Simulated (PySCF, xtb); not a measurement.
B(Me)(OMe)(SMe) (C3H9BOS), SMILES COB(C)SC.

GFN2-xTB run with xtb at its own geometry gives an orbital gap of 4.73 eV and a dipole moment of 3.59 D.

The structure is a stationary point at PBE0-D3(BJ)/def2-SVP. One conformer was computed; it need not be the lowest.

Task: What does PBE/def2-TZVP (PySCF) give? (Estimate from the structure and the level; the computed values follow.)

Result: gap 5.17 eV (levels -5.63 and -0.46 eV), dipole 2.01 D.
